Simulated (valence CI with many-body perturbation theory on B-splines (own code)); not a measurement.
**E1 line list for S3+**

Computed by configuration interaction combined with many-body perturbation theory (CI+MBPT): three valence electrons over a frozen Dirac-Fock core [Ne], a basis of 11 s, 11 p, 9 d, 7 f, 5 g, 2 h, 1 i functions for each j, with the one-electron correlation potential Σ1, the two-electron term Σ2, the three-electron term Σ3, Breit, model QED; selected CI, second order for the rest, scaled by the run's own slope (own B-spline code, finite nucleus).

Set against measurement, 64 paired levels are off by 78 cm⁻¹ on average, the worst by 191. These come from a selection out of NIST levels in Podobedova, Kelleher and Wiese, J. Phys. Chem. Ref. Data 38, 171 (2009). Levels without a partner in it may be off by more.

Lines 151 to 200 of 276 in falling wavelength, among levels below 306018 cm⁻¹, chosen from the strongest by gf and those to the six lowest levels. Wavelengths and rates use the calculated energies, so an error of 80 cm⁻¹ moves a line at 75.65 nm by 0.061 % and its rate by three times that or more. Electric multipoles are in the length gauge, E1 and E2 with the static RPA response of the core. Weak lines are less certain than strong ones. Lines between different terms over intervals too small for the method are left out, as are lines whose strength nearly cancels.

Names give the largest LS component (configuration and term), which can be under half, so a name can repeat, a term be missing and a line seem to break the LS rules; names also repeat where a configuration has a term twice. Letters in brackets count levels of one name in rising energy.

```tsv
λ vac (nm)	λ from measured levels	Upper	Lower	A (s⁻¹)	log gf	Branch %
75.65	75.61	3s3p3d ⁴F°_3/2	3s3p² ⁴P_1/2	2.58e+05	-4.05	20.7
75.33	75.38	3s3p² ²P_1/2	3s²3p ²P°_3/2	3.08e+09	-0.28	35.9
74.97	75.02	3s3p² ²P_3/2	3s²3p ²P°_3/2	7.13e+09	0.38	82.6
74.79	74.84	3s3p² ²P_1/2	3s²3p ²P°_1/2	5.50e+09	-0.04	64.1
74.44	74.49	3s3p² ²P_3/2	3s²3p ²P°_1/2	1.50e+09	-0.30	17.4
71.75	71.79	3p³ ²P°_3/2	3s3p² ⁴P_5/2	2.44e+06	-3.12	0.2
71.69	71.71	3s3p3d ²D°_5/2 [a]	3s3p² ²D_5/2	7.82e+09	0.56	90.8
71.68	71.69	3s3p3d ²D°_3/2 [a]	3s3p² ²D_5/2	8.09e+08	-0.60	9.4
71.67	71.68	3s3p3d ²D°_5/2 [a]	3s3p² ²D_3/2	6.11e+08	-0.55	7.1
71.65	71.66	3s3p3d ²D°_3/2 [a]	3s3p² ²D_3/2	7.61e+09	0.37	88.3
71.47	71.51	3p³ ²P°_3/2	3s3p² ⁴P_3/2	2.84e+06	-3.06	0.2
71.29	71.34	3p³ ²P°_3/2	3s3p² ⁴P_1/2	1.56e+06	-3.32	0.1
70.74	70.73	3s3p3d ²P°_3/2 [a]	3s3p² ²S_1/2	7.21e+09	0.34	68.8
70.65	70.65	3s3p3d ²P°_1/2 [a]	3s3p² ²S_1/2	6.48e+09	-0.01	63.2
70.38	70.43	3s²4p ²P°_1/2	3s3p² ⁴P_3/2	1.50e+05	-4.65	0.0
70.27	70.33	3s²4p ²P°_3/2	3s3p² ⁴P_3/2	6.41e+05	-3.72	0.0
70.21	70.26	3s²4p ²P°_1/2	3s3p² ⁴P_1/2	1.14e+05	-4.78	0.0
70.10	70.16	3s²4p ²P°_3/2	3s3p² ⁴P_1/2	9.78e+04	-4.54	0.0
69.28	69.25	3s3p3d ²P°_3/2 [b]	3s3p² ²P_3/2	5.13e+09	0.17	40.0
69.26	69.24	3s3p3d ²P°_1/2 [b]	3s3p² ²P_3/2	2.45e+09	-0.45	19.0
68.98	68.95	3s3p3d ²P°_3/2 [b]	3s3p² ²P_1/2	1.94e+09	-0.26	15.1
68.97	68.94	3s3p3d ²P°_1/2 [b]	3s3p² ²P_1/2	4.64e+09	-0.18	35.9
68.11	68.10	3s3p3d ²D°_3/2 [b]	3s3p² ²P_3/2	3.15e+09	-0.06	16.9
68.05	68.03	3s3p3d ²D°_5/2 [b]	3s3p² ²P_3/2	1.46e+10	0.78	78.2
67.93	67.88	3s3p4s ²P°_1/2	3s3p² ²S_1/2	2.70e+09	-0.43	38.5
67.82	67.81	3s3p3d ²D°_3/2 [b]	3s3p² ²P_1/2	1.13e+10	0.50	60.8
67.79	67.80	3s3p3d ²F°_5/2 [a]	3s3p² ²D_5/2	3.17e+08	-0.88	7.9
67.77	67.78	3s3p3d ²F°_5/2 [a]	3s3p² ²D_3/2	3.64e+09	0.18	90.8
67.65	67.60	3s3p4s ²P°_3/2	3s3p² ²S_1/2	2.44e+09	-0.17	35.0
67.43	67.44	3s3p3d ²F°_7/2 [a]	3s3p² ²D_5/2	3.96e+09	0.33	98.5
66.63	66.61	3s3p3d ⁴P°_5/2	3s3p² ⁴P_5/2	3.19e+09	0.11	50.9
66.50	66.48	3s3p3d ⁴P°_3/2	3s3p² ⁴P_5/2	2.34e+09	-0.21	37.0
66.38	66.37	3s3p3d ⁴P°_5/2	3s3p² ⁴P_3/2	3.07e+09	0.09	49.0
66.26	66.24	3s3p3d ⁴P°_3/2	3s3p² ⁴P_3/2	2.77e+08	-1.14	4.4
66.17	66.15	3s3p3d ⁴P°_1/2	3s3p² ⁴P_3/2	4.55e+09	-0.22	72.1
66.14	66.15	3s²3d ²D_3/2	3s²3p ²P°_3/2	1.81e+09	-0.32	17.2
66.14	66.14	3s²3d ²D_5/2	3s²3p ²P°_3/2	1.04e+10	0.61	100.0
66.11	66.09	3s3p3d ⁴P°_3/2	3s3p² ⁴P_1/2	3.71e+09	-0.01	58.6
66.02	66.00	3s3p3d ⁴P°_1/2	3s3p² ⁴P_1/2	1.76e+09	-0.64	27.9
65.73	65.73	3s²3d ²D_3/2	3s²3p ²P°_1/2	8.72e+09	0.35	82.8
65.64	65.63	3s3p3d ⁴D°_3/2	3s3p² ⁴P_5/2	9.76e+08	-0.60	9.2
65.60	65.59	3s3p3d ⁴D°_5/2	3s3p² ⁴P_5/2	4.35e+09	0.23	40.9
65.57	65.56	3s3p3d ⁴D°_7/2	3s3p² ⁴P_5/2	1.07e+10	0.74	100.0
65.45	65.44	3s3p3d ⁴D°_1/2	3s3p² ⁴P_3/2	2.46e+09	-0.50	23.0
65.41	65.40	3s3p3d ⁴D°_3/2	3s3p² ⁴P_3/2	6.30e+09	0.21	59.2
65.37	65.35	3s3p3d ⁴D°_5/2	3s3p² ⁴P_3/2	6.27e+09	0.38	59.0
65.30	65.29	3s3p3d ⁴D°_1/2	3s3p² ⁴P_1/2	8.26e+09	0.02	77.0
65.26	65.25	3s3p3d ⁴D°_3/2	3s3p² ⁴P_1/2	3.37e+09	-0.07	31.6
64.48	64.46	3s3p3d ²P°_3/2 [b]	3s3p² ²S_1/2	4.31e+08	-0.97	3.4
61.88	61.91	3s3p3d ²D°_5/2 [a]	3s3p² ⁴P_5/2	7.86e+05	-3.57	0.0
```

Q: How does gf follow from A for the line at 75.65 nm?

A: gf = 1.4992 × (2J+1)_upper × A / σ², with σ = 132185 cm⁻¹ and 2J+1 = 4: gf = 8.86e-05.
